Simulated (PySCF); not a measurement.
BH3N, SMILES B[NH] (connectivity only; charge and spin as stated), charge -1, multiplicity 1.

Geometry optimised at PBE0-D3(BJ)/def2-TZVPD. The spin state was assumed, not searched. The isomer is the one that the SMILES or the coordinates give; other isomers of the formula were not compared.

Method: PBE/def2-TZVPD run with PySCF.

Symmetry labels are those of the subgroup Cs that the program uses (full group Cs).

Computed valence orbital energies around the gap with their symmetry:
| orbital | symmetry | energy (eV) |
|---|---|---|
| HOMO−7 | A' | -372.66 |
| HOMO−6 | A' | -169.69 |
| HOMO−5 | A' | -12.98 |
| HOMO−4 | A' | -5.22 |
| HOMO−3 | A' | -3.32 |
| HOMO−2 | A' | -1.53 |
| HOMO−1 | A" | 0.17 |
| HOMO | A' | 0.90 |
| LUMO | A' | 3.82 |
| LUMO+1 | A' | 5.16 |
| LUMO+2 | A" | 5.20 |
| LUMO+3 | A' | 6.01 |
